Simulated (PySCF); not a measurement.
V(O)2(OH) (HO3V), SMILES [O]=[V](=[O])[OH], multiplicity 1.

Geometry optimised at PBE0-D3(BJ)/def2-SVP. The geometry has at least one imaginary mode, so it is a saddle point at that level. The spin state was assumed, not searched. Other conformers were not sampled.

All values below come from TDDFT-M06-2X/def2-SVPD (PySCF 2.14.0).

Vertical excitations.  State labels are in the subgroup Cs.

Computed lowest excited states:
```json
[
 {"state": "S1", "symmetry": "A\"", "energy (eV)": "3.16", "λ (nm)": "392", "f": "0.001", "main pairs": "HOMO→LUMO 93 %"},
 {"state": "S2", "symmetry": "A'", "energy (eV)": "3.91", "λ (nm)": "317", "f": "0.006", "main pairs": "HOMO−2→LUMO 69 %, HOMO−4→LUMO 17 %"},
 {"state": "S3", "symmetry": "A\"", "energy (eV)": "4.18", "λ (nm)": "297", "f": "0.001", "main pairs": "HOMO→LUMO+1 54 %, HOMO−1→LUMO 31 %"},
 {"state": "S4", "symmetry": "A\"", "energy (eV)": "4.25", "λ (nm)": "292", "f": "0.006", "main pairs": "HOMO−1→LUMO 34 %, HOMO→LUMO+1 34 %, HOMO−5→LUMO 11 %, HOMO−3→LUMO+2 7 %"},
 {"state": "S5", "symmetry": "A'", "energy (eV)": "4.26", "λ (nm)": "291", "f": "0.002", "main pairs": "HOMO→LUMO+2 82 %"},
 {"state": "S6", "symmetry": "A'", "energy (eV)": "4.40", "λ (nm)": "282", "f": "0.007", "main pairs": "HOMO−3→LUMO 78 %"},
 {"state": "S7", "symmetry": "A\"", "energy (eV)": "4.40", "λ (nm)": "282", "f": "0.000", "main pairs": "HOMO−5→LUMO 28 %, HOMO−2→LUMO+2 17 %, HOMO−1→LUMO 16 %, HOMO−7→LUMO 9 %"},
 {"state": "S8", "symmetry": "A'", "energy (eV)": "4.77", "λ (nm)": "260", "f": "0.003", "main pairs": "HOMO−3→LUMO+1 46 %, HOMO−2→LUMO+1 19 %, HOMO−1→LUMO+2 15 %, HOMO−7→LUMO+2 7 %"},
 {"state": "S9", "symmetry": "A\"", "energy (eV)": "4.78", "λ (nm)": "260", "f": "0.001", "main pairs": "HOMO−1→LUMO+1 46 %, HOMO−5→LUMO 32 %"},
 {"state": "S10", "symmetry": "A'", "energy (eV)": "5.35", "λ (nm)": "232", "f": "0.002", "main pairs": "HOMO−4→LUMO 58 %, HOMO−2→LUMO 14 %, HOMO−6→LUMO 12 %"},
 {"state": "T1", "symmetry": "A\"", "energy (eV)": "3.07", "λ (nm)": "404", "f": "0", "main pairs": "HOMO→LUMO 92 %"},
 {"state": "T2", "symmetry": "A'", "energy (eV)": "3.60", "λ (nm)": "345", "f": "0", "main pairs": "HOMO−3→LUMO 52 %, HOMO−2→LUMO 24 %"},
 {"state": "T3", "symmetry": "A'", "energy (eV)": "3.79", "λ (nm)": "327", "f": "0", "main pairs": "HOMO−2→LUMO 48 %, HOMO−3→LUMO 26 %, HOMO−4→LUMO 13 %"},
 {"state": "T4", "symmetry": "A\"", "energy (eV)": "3.82", "λ (nm)": "325", "f": "0", "main pairs": "HOMO−1→LUMO 60 %, HOMO−5→LUMO 13 %"}
]
```
Triplets are in the Tamm–Dancoff approximation, which puts them higher than full response would, so one can lie above its singlet here.
